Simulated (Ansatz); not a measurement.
Input for Ansatz (an electronic-structure program): R-B3LYP-D3(BJ)/def2-TZVP on FHSi (SMILES F[SiH]).

Ansatz 0.2 input:
```yaml
crystal:
  periodic: [false, false, false]
  atoms:
    - {symbol: Si, position_ang: [0.03242460, -0.06852509, 0.70641724]}
    - {symbol: H, position_ang: [-0.72821184, -0.86909342, -0.31963293]}
    - {symbol: F, position_ang: [0.67920287, 0.96130430, -0.42184413]}
basis:
  gaussian:
    orbitals: def2-TZVP
hamiltonian:
  xc: b3lyp
  dispersion: d3bj
relax: {f_tol: 0.003, max_steps: 120}
```

### Question
What total energy does the run end on?

### Answer
-390.0115 hartree.
